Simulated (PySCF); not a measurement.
ClHSe. Atoms are numbered in the order given.

```xyz
3

Se    -0.0447     0.7129     0.0000
H      1.4225     0.8642     0.0000
Cl     0.0058    -1.4766     0.0000
```

The structure is a stationary point at B3LYP-D3(BJ)/def2-TZVP.

Level of theory: ωB97X/def2-TZVPD in PySCF.

Symmetry labels are those of the subgroup Cs that the program uses (full group Cs).

Computed valence orbital energies around the gap with their symmetry:
| orbital | symmetry | energy (eV) |
|---|---|---|
| HOMO−7 | A' | -61.50 |
| HOMO−6 | A' | -26.66 |
| HOMO−5 | A' | -22.31 |
| HOMO−4 | A' | -14.76 |
| HOMO−3 | A' | -13.35 |
| HOMO−2 | A" | -12.65 |
| HOMO−1 | A' | -11.54 |
| HOMO | A" | -9.46 |
| LUMO | A' | -0.43 |
| LUMO+1 | A' | 1.44 |
| LUMO+2 | A' | 2.02 |
| LUMO+3 | A' | 2.07 |
